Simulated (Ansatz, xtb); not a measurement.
# B3H3O3 (SMILES B1OBOBO1): the vertical ionisation energy, rung by rung

B3H3O3: 9 atoms, total charge 0, spin state singlet. SMILES: `B1OBOBO1`. Geometry: relaxed at PBE0-D4/def2-TZVP. This is one conformer, not always the lowest.

```jsonl
{"atom": "B", "x (Å)": "1.3016", "y (Å)": "0.1158", "z (Å)": "-0.4247"}
{"atom": "O", "x (Å)": "0.6128", "y (Å)": "-1.0535", "z (Å)": "-0.6248"}
{"atom": "B", "x (Å)": "-0.6869", "y (Å)": "-1.1727", "z (Å)": "-0.2023"}
{"atom": "O", "x (Å)": "-1.2974", "y (Å)": "-0.1154", "z (Å)": "0.4232"}
{"atom": "B", "x (Å)": "-0.6148", "y (Å)": "1.0569", "z (Å)": "0.6269"}
{"atom": "O", "x (Å)": "0.6846", "y (Å)": "1.1689", "z (Å)": "0.2016"}
{"atom": "H", "x (Å)": "2.4293", "y (Å)": "0.2162", "z (Å)": "-0.7926"}
{"atom": "H", "x (Å)": "-1.2819", "y (Å)": "-2.1887", "z (Å)": "-0.3775"}
{"atom": "H", "x (Å)": "-1.1473", "y (Å)": "1.9725", "z (Å)": "1.1701"}
```

Each level gives the vertical ionisation energy (to the doublet cation) (eV). The values are calculated.

```csv
level,kind,program,value (eV),CPU time (all runs)
GFN2-xTB,semi-empirical,xtb,14.85,under 2 s
HF/6-31G* (spherical functions),Hartree–Fock,Ansatz,11.94,16 s
SVWN5/6-31G* (spherical functions),LDA,Ansatz,11.25,30 s
r2SCAN/6-31G* (spherical functions),meta-GGA,Ansatz,11.43,2.4 min
BHLYP/6-31G* (spherical functions),global hybrid,Ansatz,12.28,83 s
CAM-B3LYP/6-31G* (spherical functions),range-separated hybrid,Ansatz,12.08,93 s
HSE06/6-31G* (spherical functions),range-separated hybrid,Ansatz,11.77,92 s
B2PLYP/6-31G* (spherical functions),double hybrid,Ansatz,11.89,1.7 min
MP2/6-31G* (spherical functions),perturbation theory,Ansatz,12.91,46 s
CCSD/6-31G* (spherical functions),coupled cluster or CI,Ansatz,12.26,3.5 min
```

The values span 11.25 to 14.85 eV. The xTB values lack the empirical shift that such differences need. Times are those of the runs behind each value, whatever else they computed, on shared processors of several kinds: orders of magnitude only.
